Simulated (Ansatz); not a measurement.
One change: `FCI` becomes `[SiH3]CI`.

Ansatz, PBE0-D4/def2-TZVP geometries, multiplicity 1. 

Elements past krypton have def2 core potentials.  Spin–orbit coupling is left out; it splits and shifts lone-pair levels of the heavy atoms by tenths of an eV.

```json
{"property": "LUMO energy (PBE0/def2-TZVPP) / eV", "`FCI`": "-1.06"}
{"property": "size of the dipole moment (ωB97M-V/def2-TZVPP) / D", "`FCI`": "1.59"}
{"property": "HOMO–LUMO gap (PBE0/def2-TZVPP) / eV", "`FCI`": "6.52"}
{"property": "LUMO energy (B3LYP/def2-TZVPP) / eV", "`FCI`": "-1.33"}
{"property": "LUMO energy (ωB97M-V/def2-TZVPP) / eV", "`FCI`": "0.90"}
{"property": "HOMO–LUMO gap (B3LYP/def2-TZVPP) / eV", "`FCI`": "6.01"}
```

**Question.** Give the same properties after the change, and the shifts. (An estimate is asked.)

**Answer.** Ansatz gave: 
```json
{"property": "LUMO energy (PBE0/def2-TZVPP) / eV", "`[SiH3]CI`": "-1.12", "shift": "-0.06"}
{"property": "size of the dipole moment (ωB97M-V/def2-TZVPP) / D", "`[SiH3]CI`": "1.36", "shift": "-0.23"}
{"property": "HOMO–LUMO gap (PBE0/def2-TZVPP) / eV", "`[SiH3]CI`": "6.18", "shift": "-0.34"}
{"property": "LUMO energy (B3LYP/def2-TZVPP) / eV", "`[SiH3]CI`": "-1.35", "shift": "-0.02"}
{"property": "LUMO energy (ωB97M-V/def2-TZVPP) / eV", "`[SiH3]CI`": "0.78", "shift": "-0.12"}
{"property": "HOMO–LUMO gap (B3LYP/def2-TZVPP) / eV", "`[SiH3]CI`": "5.71", "shift": "-0.30"}
```

With PBE0 the HOMO rises by 0.28 eV and the LUMO falls by 0.06 eV, so the gap narrows by about 0.34 eV. PBE moves the HOMO by 0.23 eV and ωB97M-V by 0.31 eV. The zero-point energy changes by 57.8 kJ/mol with +9 modes. Dipoles are sizes alone; their direction can turn.

B3LYP here is the variant with VWN-RPA as its local correlation; programs differ in this.
